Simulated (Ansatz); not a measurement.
Job for Ansatz (a quantum-chemistry and plane-wave program): R-CCSD(T)/cc-pVTZ on C2H3B (SMILES BC#C), atoms moved off the minimum.

Ansatz 0.2 input:
```yaml
crystal:
  periodic: [false, false, false]
  atoms:
    - {symbol: B, position_ang: [-1.18081565, -0.03036428, -0.70394506]}
    - {symbol: C, position_ang: [0.16161650, -0.08850226, 0.12787727]}
    - {symbol: C, position_ang: [1.36311872, 0.14456049, 0.62134084]}
    - {symbol: H, position_ang: [2.04498463, 0.17631975, 1.16692720]}
    - {symbol: H, position_ang: [-1.97449232, 0.78664911, -0.78039341]}
    - {symbol: H, position_ang: [-1.30393001, -1.01741049, -1.39031318]}
basis:
  gaussian:
    orbitals: cc-pVTZ
magnetization: {spin_polarized: false}
correlation: {method: ccsd_t, electrons: outside_noble_gas}
scf: {lower_state_search: off}
output: {forces: true}
```

Q: Give the final energy of this run.

A: -102.5043 hartree (reference determinant -102.0482, T1 diagnostic 0.018).

Q: How many basis functions does it have, and what does it roughly cost on one machine?

A: 132 functions; very roughly 90 core-seconds.
